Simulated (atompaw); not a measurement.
## Reading a pseudo-wave (ruthenium (Ru))

Columns: radius, all-electron u(r) and pseudo u(r) of the 5s shell (level -4.54 eV) of ruthenium in the configuration [Kr] 4d7 5s0.75 5p0.25; PBE, scalar-relativistic, PAW (atompaw) scheme, atompaw 4.2.0.5.

```tsv
r (bohr)	all-electron	pseudo
0.115	-0.1019	0.0200
0.231	0.1224	0.0405
0.346	0.1512	0.0614
0.462	0.0068	0.0834
0.577	-0.1499	0.1063
0.692	-0.2465	0.1305
0.808	-0.2712	0.1566
0.923	-0.2371	0.1841
1.038	-0.1648	0.2134
1.154	-0.0711	0.2448
1.269	0.0288	0.2777
1.385	0.1277	0.3125
1.500	0.2187	0.3482
1.615	0.3000	0.3847
1.731	0.3710	0.4216
1.846	0.4304	0.4575
1.962	0.4798	0.4920
2.077	0.5190	0.5233
2.192	0.5495	0.5504
2.308	0.5724	0.5725
2.423	0.5882	0.5882
2.538	0.5981	0.5981
2.654	0.6029	0.6029
2.769	0.6032	0.6032
2.885	0.5997	0.5997
3.000	0.5931	0.5931
```

**Question.** How many radial nodes do the two functions have?

**Answer.** The all-electron 5s function has n − l − 1 = 4 (the table is too coarse to show those close to the nucleus); the pseudo-wave has 0, since the states of the same l below it are removed with the core.

**Question.** At about which radius was the pseudo-wave matched?

**Answer.** 2.40 bohr, where the columns begin to agree (steps of 0.12 bohr).

**Question.** Where does each function peak?

**Answer.** Outermost all-electron maximum near 2.77 bohr, pseudo maximum near 2.77 bohr (to the table’s step).

**Question.** Is the pseudo-wave norm-conserving?

**Answer.** No, it belongs to a PAW set: the norm inside the radius is not constrained, and the difference is carried by the augmentation charge.
